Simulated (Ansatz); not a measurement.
Relaxation of BClH4NO (8 atoms, charge 0, multiplicity 2), to a largest force component of 0.03 eV/Å in at most 50 steps.

These are results of UKS B3LYP/def2-SVP in Ansatz, not measurements.

```xyz
8
Properties=species:S:1:pos:R:3
B 0.140 -0.130 -0.113
H 0.420 -0.652 0.928
Cl 1.473 0.404 -1.162
N -1.180 0.024 -0.506
H -1.948 -0.206 0.114
H -1.456 0.450 -1.384
O -0.776 0.092 2.628
H -0.521 -0.784 2.988
```

Q: Where does it end, and by what steps?

A: It converged. The force dipped under the threshold on the way, but the program's further checks kept it going. After 18 steps the energy has fallen by 0.123 eV; O7 moved furthest, 1.01 Å.

```json
{"step": "0", "energy less start (eV)": "0.0000", "largest force component (eV/Å)": "0.229", "accepted": "yes"}
{"step": "1", "energy less start (eV)": "0.0108", "largest force component (eV/Å)": "1.202", "accepted": "no"}
{"step": "2", "energy less start (eV)": "-0.0100", "largest force component (eV/Å)": "0.353", "accepted": "yes"}
{"step": "3", "energy less start (eV)": "-0.0178", "largest force component (eV/Å)": "0.385", "accepted": "yes"}
{"step": "4", "energy less start (eV)": "-0.0259", "largest force component (eV/Å)": "0.252", "accepted": "yes"}
{"step": "5", "energy less start (eV)": "-0.0368", "largest force component (eV/Å)": "0.287", "accepted": "yes"}
{"step": "6", "energy less start (eV)": "-0.0445", "largest force component (eV/Å)": "0.430", "accepted": "yes"}
{"step": "7", "energy less start (eV)": "-0.0525", "largest force component (eV/Å)": "0.649", "accepted": "yes"}
{"step": "8", "energy less start (eV)": "-0.0405", "largest force component (eV/Å)": "1.338", "accepted": "no"}
{"step": "9", "energy less start (eV)": "-0.0716", "largest force component (eV/Å)": "0.463", "accepted": "yes"}
{"step": "10", "energy less start (eV)": "-0.0904", "largest force component (eV/Å)": "0.276", "accepted": "yes"}
{"step": "11", "energy less start (eV)": "-0.1081", "largest force component (eV/Å)": "0.148", "accepted": "yes"}
{"step": "12", "energy less start (eV)": "-0.1110", "largest force component (eV/Å)": "0.106", "accepted": "yes"}
{"step": "13", "energy less start (eV)": "-0.1121", "largest force component (eV/Å)": "0.303", "accepted": "yes"}
{"step": "14", "energy less start (eV)": "-0.0832", "largest force component (eV/Å)": "1.447", "accepted": "no"}
{"step": "15", "energy less start (eV)": "-0.1199", "largest force component (eV/Å)": "0.147", "accepted": "yes"}
{"step": "16", "energy less start (eV)": "-0.1213", "largest force component (eV/Å)": "0.203", "accepted": "yes"}
{"step": "17", "energy less start (eV)": "-0.1225", "largest force component (eV/Å)": "0.007", "accepted": "yes"}
{"step": "18", "energy less start (eV)": "-0.1227", "largest force component (eV/Å)": "0.024", "accepted": "yes"}
```

```xyz
8
Properties=species:S:1:pos:R:3
B 0.345 -0.062 -0.190
H 0.874 -0.319 0.865
Cl 1.386 0.097 -1.627
N -1.026 0.105 -0.272
H -1.609 0.010 0.558
H -1.514 0.321 -1.134
O -1.641 -0.421 2.637
H -0.664 -0.534 2.655
```

Whether the end is a true minimum wasn't checked by a vibrational analysis.

The run took 97 s on 2 threads of Arm Neoverse V1, with other jobs on the host, peak memory 0.21 GiB.
